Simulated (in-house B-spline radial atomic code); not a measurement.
Relativistic effects in Al7+, [He] 2s2 2p2: non-relativistic Hartree-Fock (point nucleus) against Dirac-Hartree-Fock (Fermi nucleus of rms radius 3.061 fm), both averages of the configuration, computed with a B-spline radial code for spherical atoms.

| orbital | ε NR (Eh) | ε Dirac (Eh) | <r> NR (bohr) | <r> Dirac (bohr) | change of <r> (%) |
| --- | --- | --- | --- | --- | --- |
| 1s1/2 | -67.243 | -67.385 | 0.1196 | 0.1192 | -0.3 |
| 2s1/2 | -11.363 | ? | 0.5532 | ? | ? |
| 2p1/2 | -10.396 | -10.417 | 0.4918 | 0.4904 | -0.3 |
| 2p3/2 | -10.396 | ? | 0.4918 | ? | ? |

Task: What happens to 2s1/2?

Result: Its energy goes to -11.392 hartree and <r> to 0.5516 bohr (-0.28 %).

Task: What happens to 2p3/2?

Result: Its energy goes to -10.394 hartree and <r> to 0.4917 bohr (-0.02 %).

Task: What explains the pattern of contraction and expansion?

Result: The s and p1/2 orbitals contract directly, as their density near the nucleus moves at relativistic speed. Nothing expands appreciably in this ion.

Task: By how much does the total energy change?

Result: By -0.44553 hartree, from -214.125 to -214.570.
